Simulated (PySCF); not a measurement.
Property card for `CC(C)CCS[SiH3]`

Species: C5H14SSi.
Z-matrix (Å and degrees, PBE0-D3(BJ)/def2-SVP geometry), rows numbered from 1:
```
C 
C   1  1.5256
C   2  1.5246  1  110.81
C   2  1.5318  1  112.44  3   123.76
C   4  1.5186  2  114.25  1    64.30
S   5  1.8325  4  114.49  2  -178.04
Si  6  2.1402  5  101.20  4   -67.59
H   1  1.1029  2  110.69  3   -63.18
H   1  1.1003  2  112.44  3   176.29
H   1  1.1008  2  110.94  3    56.16
H   2  1.1067  1  107.95  3  -117.81
H   3  1.1012  2  111.52  1  -177.22
H   3  1.1009  2  111.35  1   -56.71
H   3  1.1027  2  110.77  1    63.00
H   4  1.1038  2  108.52  1  -173.87
H   4  1.1042  2  109.71  1   -58.59
H   5  1.1022  4  111.15  2    58.21
H   5  1.0999  4  111.32  2   -61.02
H   7  1.4954  6  113.98  5    74.23
H   7  1.4965  6  109.98  5   -47.12
H   7  1.4909  6  105.61  5  -166.40
```

**PBE0-D3(BJ)/def2-SVP geometry optimisation, gas phase (PySCF)**

- Point group: C1
- Rotational constants A, B, C: 3.320, 0.734, 0.635 GHz

B3LYP/def2-SVPD ground state, ΔSCF and vertical TDDFT (core frozen in the response) (PySCF):

* Dipole moment: 1.83 D
* HOMO energy: -6.65 eV
* LUMO energy: -0.13 eV
* HOMO–LUMO gap: 6.52 eV
* Lowest singlet excitation: 5.41 eV (229 nm, f = 0.009)
* Strongest line among the 10 lowest singlet transitions: S10 at 7.51 eV (165 nm, f = 0.072)
* Lowest triplet excitation (Tamm–Dancoff): 5.10 eV
* Static isotropic polarisability: 113.7 au
* Vertical ionisation energy: 8.83 eV
* Electronic spatial extent ⟨r²⟩ about the centre of nuclear charge: 1846 bohr²

From PBE0/pcSseg-1 ground state and GIAO shieldings, non-relativistic (PySCF):

* Lowest Hirshfeld atomic charge: -0.11 e on C1/C3
* Highest Hirshfeld atomic charge: +0.28 e on Si7
* 13C chemical shifts (computed TMS as zero) by class: 43.9 (C4), 33.6 (C5), 30.4 (C2), 23.6 (C1/C3) ppm
* 1H chemical shifts (computed TMS as zero) by class: 4.58 (H19/H20/H21), 2.32 (H17/H18), 1.19 (H15/H16), 1.13 (H11), 0.92 (H8/H9/H10/H12/H13/H14) ppm
* Isotropic shieldings of nuclei other than C and H, by class: 401 (Si7), 669 (S6) ppm
* Mayer bond orders between heavy atoms: C1–C2 1.02, C2–C3 1.04, C2–C4 0.99, C4–C5 0.99, C5–S6 1.01, S6–Si7 0.98

Monoisotopic mass (most abundant isotopes): 134.0585 u.

The dipole equals about 6.1 × 10⁻³⁰ C·m (1 D = 3.33564 × 10⁻³⁰ C·m). The principal polarisabilities are 95.1, 109.9 and 135.9 au; their mean is the isotropic value. The ΔSCF ionisation energy exceeds −ε(HOMO) by 2.18 eV with B3LYP. With B = h/(8π²I), that is 505.379 GHz u Å² over I, the principal moments of inertia are 152.2, 688.5 and 796.2 u Å² (most abundant isotopes); the inertial defect Ic − Ia − Ib is -44.5 u Å² (zero for a rigid planar frame, negative otherwise). S1 lies 1.11 eV below the HOMO–LUMO gap; its leading configuration is HOMO→LUMO, weight 0.94.

One conformer (not necessarily the lowest) at the PBE0-D3(BJ)/def2-SVP geometry, without solvent or vibrations. NMR classes are plain means over equivalent atoms (diastereotopic ones count apart unless rotation or inversion swaps them), as if these changed places fast; in this geometry the members of some classes differ.
